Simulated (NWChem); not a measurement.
SiH3Cl; SMILES [SiH3]Cl

Computed with NWChem. The geometry was optimised at PBE0/def2-SVP. B3LYP is NWChem's, with the RPA form of VWN correlation.

What does the run give for B3LYP/def2-SVPD? Quantities: highest occupied level (eV); orbital gap (eV); dipole (D).

The highest occupied level (eV) is -8.82. The orbital gap (eV) is 8.27 and the dipole (D) comes out as 1.38.
